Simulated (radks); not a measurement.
The silicon ion Si9+, 5 electrons, occupied as [He] 2s2 2p1. All-electron calculation, scalar-relativistic Kohn-Sham, exchange-only PBE, spin-polarised, spherical densities, point nucleus; open shells are filled with parallel spins first. Program: a radial shooting solver on a logarithmic mesh with Libxc functionals.

Normalised radial functions P(r) = r R(r), r in bohr:

```
   r/bohr * 1s down, o 2p up (the largest magnitude, 2.71, reaches the edge; | marks zero, & curves that meet)
 0.007075 o            *
 0.007851 o              *
 0.008642 o               *
 0.009513 o                *
  0.01047 o                  *
  0.01153 o                    *
  0.01269 o                     *
  0.01408 o                       *
   0.0155 o                         *
  0.01706 |o                          *
  0.01878 |o                            *
  0.02067 |o                              *
  0.02293 |o                                 *
  0.02525 |o                                   *
  0.02779 |o                                     *
  0.03059 | o                                       *
  0.03367 | o                                         *
  0.03736 | o                                           *
  0.04113 |  o                                            *
  0.04527 |  o                                              *
  0.04983 |   o                                               *
  0.05485 |    o                                               *
  0.06086 |     o                                               *
    0.067 |     o                                                *
  0.07375 |      o                                               *
  0.08118 |        o                                             *
  0.08936 |         o                                           *
  0.09836 |          o                                        *
   0.1091 |            o                                    *
   0.1201 |              o                               *
   0.1322 |               o                           *
   0.1456 |                 o                      *
   0.1602 |                   o                *
   0.1778 |                     o         *
   0.1957 |                       o   *
   0.2154 |                       * o
   0.2371 |                  *       o
    0.261 |               *            o
   0.2896 |           *                 o
   0.3188 |        *                    o
   0.3509 |     *                       o
   0.3863 |   *                         o
   0.4252 |  *                         o
   0.4718 | *                        o
   0.5194 |*                       o
   0.5717 |*                    o
   0.6293 *                  o
   0.6927 *               o
   0.7625 *            o
   0.8461 *         o
   0.9314 *       o
    1.025 *     o
    1.128 *   o
    1.242 * o
    1.378 *o
    1.517 *o
     1.67 &
```

1s down: eigenvalue -2138.2 eV, 0 radial nodes, <r> = 0.111 bohr, 90 % of the charge inside 0.197 bohr. 2p up: eigenvalue -375.80 eV, 0 radial nodes, <r> = 0.431 bohr, 90 % of the charge inside 0.698 bohr.
